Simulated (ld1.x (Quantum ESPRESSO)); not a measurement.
# Logarithmic derivatives: selenium, TM

```json
{
  "Element": "selenium (Se)",
  "Generator": "ld1.x (Quantum ESPRESSO) 7.5",
  "Type": "norm-conserving Troullier–Martins (Kleinman–Bylander form)",
  "Functional": "PBEsol",
  "Relativity": "scalar-relativistic",
  "Frozen core": "[Ar]",
  "Valence charge": "16",
  "Reference configuration": "3d10 4s2 4p3.5 (charge +0.5)",
  "Partial waves": "4p (bound): rc 1.35 bohr; 3d (bound): rc 1.10 bohr; 4s (bound): rc 1.65 bohr",
  "Local potential": "the s channel",
  "Core correction": "Bessel-smoothed model core, default radius (core density twice the valence density)"
}
```

The phase is arctan(r·u′/u) with u = r·R(r), unwrapped; energies in Ry, scanned from -6 to 5 Ry. A pole is an energy at which the radial function vanishes at the test radius. The pseudo phase is shifted by a multiple of π to meet the all-electron one at the reference energy, and phase errors are pseudo minus all-electron; the curves can meet again beyond the range given. Levels narrower than the energy grid can be missing from the lists of poles.

| channel | radius (bohr) | reference energy (Ry) | poles, all-electron | poles, pseudo | unbroken range about the reference energy with phases within 0.05 rad | phase error 1 Ry above the reference energy (rad) |
| --- | --- | --- | --- | --- | --- | --- |
| s | 1.81 | -1.61 | 1.78 | 1.62 | below 4.4 | -0.003 |
| p | 1.81 | -0.79 | 3.58 | 3.80 | the whole range | +0.003 |
| d | 1.81 | -4.27 | -4.18 | -4.18 | below -0.7 | +0.008 |

Note: ghost state, extra bound levels that the all-electron valence spectrum of the same l lacks: p at -192.3 eV. A true bound ghost makes a file unfit for plane-wave use.

Phases in the d channel:

```
E (Ry)  all-electron  pseudo
 -6.00         1.323   1.326
 -5.48         1.302   1.305
 -4.96         1.258   1.263
 -4.44         0.887   0.900
 -3.92        -1.739  -1.734
 -3.40        -1.812  -1.805
 -2.88        -1.849  -1.839
 -2.36        -1.883  -1.868
 -1.84        -1.920  -1.899
 -1.32        -1.966  -1.935
 -0.80        -2.026  -1.979
 -0.28        -2.111  -2.035
  0.24        -2.241  -2.112
  0.76        -2.456  -2.221
  1.28        -2.833  -2.387
  1.80        -3.388  -2.649
  2.32        -3.886  -3.043
  2.84        -4.189  -3.508
  3.36        -4.363  -3.885
  3.88        -4.473  -4.131
  4.40        -4.547  -4.288
  4.92        -4.602  -4.392
```
